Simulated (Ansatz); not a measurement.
Basis-set extrapolation for C$_{2}$H$_{5}$BFN, SMILES `BC(=N)CF` (PBE0-D4/def2-TZVP geometry, frozen core, Ansatz). Multiplicity 1, RHF reference.

```json
{"": "HF", "def2-TZVPP": "-257.271882", "def2-QZVPP": "-257.283402"}
{"": "MP2 correlation", "def2-TZVPP": "-0.869834", "def2-QZVPP": "-0.935449"}
{"": "CCSD(T) correlation", "def2-TZVPP": "-0.939846", "def2-QZVPP": "not run"}
```

Energies in hartree. Use E(X) = E(∞) + A·exp(−7.88·√X) for Hartree–Fock and E(X) = E(∞) + B·X^(−2.97) for correlation, with X = 3 and 4, and add CCSD(T) minus MP2 of the smaller set to the MP2 limit.

Question: What is the CCSD(T) energy at the basis-set limit?

Answer: HF limit: -257.283402 + (-0.011520) × 0.13774 = -257.28499. MP2 limit: -0.935449 + (-0.065615) × 0.74074 = -0.98405. Higher-order term: -0.939846 − (-0.869834) = -0.07001. Total: -258.33905 hartree, 79.9 kcal/mol below CCSD(T)/def2-TZVPP.
